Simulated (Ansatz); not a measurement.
System: C₃H₆O₂, charge 0, multiplicity 1. 
Coordinates optimised at B3LYP-D3(BJ)/def2-TZVP (Ansatz, an electronic-structure program):
SMILES: O(CC)C=O
```xyz
11

C     -2.1634     0.3523    -0.1675
C     -0.8389    -0.2557     0.2267
O      0.2076     0.5270    -0.4008
C      1.4624     0.1343    -0.1637
O      1.7944    -0.7977     0.5146
H     -2.2955     0.3318    -1.2497
H     -2.9771    -0.2138     0.2889
H     -2.2335     1.3870     0.1698
H     -0.6824    -0.2386     1.3060
H     -0.7441    -1.2895    -0.1078
H      2.1555     0.8036    -0.6915
```
Charge 0, spin multiplicity 1.

Computed values are from Ansatz. Valence correlation only, unless marked. Open shells are spin-unrestricted. Spin-orbit coupling is left out. Non-relativistic. CBS(X,Y): correlation extrapolated as X^-3; Hartree-Fock from the larger set. The bracket is a focal-point correction in the basis named.

What is the total energy at RI-MP2/CBS(aug-cc-pVTZ,aug-cc-pVQZ)+[CCSD(T)-MP2]/aug-cc-pVTZ?

-268.1110 Eh.

What is the atomisation energy De at RI-MP2/CBS(aug-cc-pVTZ,aug-cc-pVQZ)+[CCSD(T)-MP2]/aug-cc-pVTZ?

4529.9 kJ/mol.

What is the dipole moment at CCSD(T)/aug-cc-pVDZ?

2.12 D.

What is the T1 diagnostic at CCSD/aug-cc-pVTZ?

0.015.
